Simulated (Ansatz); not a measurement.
Reaction (formal exchange of groups at the Se–B bond): `C[Se][BH][AlH2]` + GeH₄ → `C[Se][GeH3]` + `[BH2][AlH2]`

Calculated with Ansatz (gas phase, PBE0-D4/def2-TZVP geometries, no zero-point term in ΔE). CCSD(T)/CBS is the MP2 limit (def2-TZVPP, def2-QZVPP) plus CCSD(T) − MP2 in def2-TZVPP, frozen cores. This one scheme is used for every species. For Ge, Se outer-core shells are correlated without core-valence functions, which leaves a few kJ/mol of doubt a bond. Scalar relativity is left out up to krypton. One conformer a species, not always the lowest.

```
          species  HF/def2-QZVPP energy (Eh)
`C[Se][BH][AlH2]`                -2707.87709
             GeH₄                -2077.72178
    `C[Se][GeH3]`                -4516.69462
    `[BH2][AlH2]`                 -268.89189
```

(1) Work out ΔE.

Largest T1 diagnostic among the species: 0.014.

Results:

(1) ΔE = (-4516.69462) + (-268.89189) − (-2707.87709) − (-2077.72178) = 0.01236 Eh = +7.8 kcal/mol. CCSD(T)/CBS gives +14.7 kcal/mol.

From PBE to PBE0 (25 % exact exchange), in def2-TZVPP and without D4, ΔE moves by −1.7 kcal/mol. In def2-TZVPP, CCSD(T) changes the Hartree–Fock value by +7.4 kcal/mol (the triples alone add +1.5 kcal/mol) and MP2 by +7.4 kcal/mol.
